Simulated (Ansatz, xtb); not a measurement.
**Relative energy of two isomers of C6H3F2N**

Structure a: `N#CC#C/C(=C\F)CF`, a singlet. Structure b: `N#C/C=C\C#CC(F)F`, a singlet. Both are isolated molecules in the gas phase, relaxed with B3LYP/def2-SVP; each stands in its lowest conformer found.

a (Å):

```xyz
12

C     0.4165   -3.1201    1.2501
C     0.6086   -1.8453    0.7762
C     0.7891   -0.7136    0.3541
C     0.9311    0.6118   -0.1308
C     2.1288    1.1244   -0.4733
C    -0.3248    1.4544   -0.2564
F     3.2499    0.4265   -0.3802
F    -0.0228    2.7064   -0.7381
N     0.2505   -4.2014    1.6525
H     2.2643    2.1405   -0.8487
H    -0.8115    1.5570    0.7295
H    -1.0392    0.9681   -0.9440
```

b (Å):

```xyz
12

C    -0.7432    0.4256    1.7275
C     0.6613    0.3906    1.4767
C     1.2119    0.3997    0.2387
C     0.4863    0.4446   -0.9790
C    -0.1076    0.4823   -2.0379
C    -0.8878    0.5297   -3.2818
F    -0.6378   -0.5700   -4.0377
F    -0.5497    1.6248   -4.0095
N    -1.8810    0.4535    1.9610
H     1.3120    0.3545    2.3549
H     2.3042    0.3702    0.1619
H    -1.9725    0.5705   -3.0767
```

Quicker runs give these differences E(b) − E(a): GFN2-xTB +1.6 kcal/mol; HF/STO-3G +1.8 kcal/mol (at GFN2-xTB geometries); r2SCAN-D4/def2-SVP −1.4 kcal/mol (at GFN2-xTB geometries).

Q: Estimate which is lower in electronic energy at CCSD(T)/def2-SVP + ΔMP2/def2-TZVPP, and by roughly how much.

A: The CCSD(T)/def2-SVP + ΔMP2/def2-TZVPP calculation puts structure b lower, by 5.5 kcal/mol.

The same difference at several levels:

| level | geometry | E(b) − E(a) (kcal/mol) | departure from the last row (kcal/mol) | job, with rough time for the two |
| --- | --- | --- | --- | --- |
| GFN2-xTB | GFN2-xTB | +1.6 | +7.1 | optimisation, 0.13 s |
| HF/STO-3G | GFN2-xTB | +1.8 | +7.3 | single point, 0.36 s |
| r2SCAN-D4/def2-SVP | GFN2-xTB | −1.4 | +4.1 | single point, 3.3 s |
| B3LYP/def2-SVP | B3LYP/def2-SVP | −2.4 | +3.1 | optimisation, 33 s |
| HF/def2-SVP | B3LYP/def2-SVP | −7.6 | −2.1 | part of the CCSD(T) run |
| MP2/def2-SVP | B3LYP/def2-SVP | −3.8 | +1.7 | part of the CCSD(T) run |
| CCSD(T)/def2-SVP | B3LYP/def2-SVP | −4.7 | +0.8 | single point |
| CCSD(T)/def2-SVP + ΔMP2/def2-TZVPP | B3LYP/def2-SVP | −5.5 |  | single point, 93 s |

As drawn, both hold the same kinds of bond in the same numbers.

GFN2-xTB, HF/STO-3G put the two in the other order. The largest departure from CCSD(T)/def2-SVP + ΔMP2/def2-TZVPP is that of HF/STO-3G, 7.3 kcal/mol. The last row adds to CCSD(T) the change of the MP2 difference between the two basis sets, here −0.8 kcal/mol.

With thermal terms from frequencies at re-optimised GFN2-xTB minima (ideal gas, soft modes damped towards free rotors, one conformer each, 298.15 K, 1 atm): the zero-point term adds −0.2 kcal/mol; ΔH is −5.8 and ΔG −6.0 kcal/mol.

The correlated steps freeze 9 core orbitals. Programs: Ansatz 0.2.0, xtb 6.7.1; the last row on 4 threads of Arm Neoverse V2 on a shared host.
